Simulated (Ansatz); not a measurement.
Ansatz (an electronic-structure program) input (RPA@PBE/cc-pVTZ):

Ansatz 0.2 input:
```yaml
crystal:
  periodic: [false, false, false]
  atoms:
    - {symbol: O, position_ang: [-1.08396401, -0.68875918, -0.14388065]}
    - {symbol: C, position_ang: [-0.05368150, 0.01001548, 0.00447233]}
    - {symbol: O, position_ang: [-0.24401730, 1.19658453, 0.32287183]}
    - {symbol: O, position_ang: [1.14037887, -0.53279095, -0.17912323]}
    - {symbol: H, position_ang: [1.82290855, 0.13963195, -0.02577764]}
basis:
  gaussian:
    orbitals: cc-pVTZ
hamiltonian:
  xc: pbe
magnetization: {spin_polarized: true, initial_magnetization: 1}
correlation: {method: rpa, electrons: outside_noble_gas}
```

Output:

```
Functional definition: PBE
integrals: 0.13 GiB planned
819 factors; integrals over basis functions are off by at most 1.3e-3 eV
mean field: 0.43 GiB planned
mean field evaluation 1: about -7183.4610 eV, gradient 4.1e1 eV
mean field evaluation 2: about -7183.4572 eV, gradient 4.1e1 eV
mean field evaluation 4: about -7187.5760 eV, gradient 1.6e1 eV
mean field evaluation 8: about -7188.5419 eV, gradient 3.3e-1 eV
mean field evaluation 16: about -7188.5404 eV, gradient 7.8e-5 eV
mean field evaluation 32: about -7188.0298 eV, gradient 2.0e0 eV
mean field evaluation 64: about -7188.4169 eV, gradient 6.0e0 eV
mean field -7188.54044521 eV, -264.1739887939 hartree, gradient 5.1e-6 eV, S^2 0.753235; 7 other end points of the search recorded, 0 dependent functions left out
4 core orbitals not correlated
reference -7157.46658799 eV, -263.0320456036 hartree; 12, 11 occupied and 118, 119 virtual orbitals, 819 factors
Total energy: -7192.48774473 eV, -264.3190493757 hartree
```

It need not be the lowest isomer of its formula.
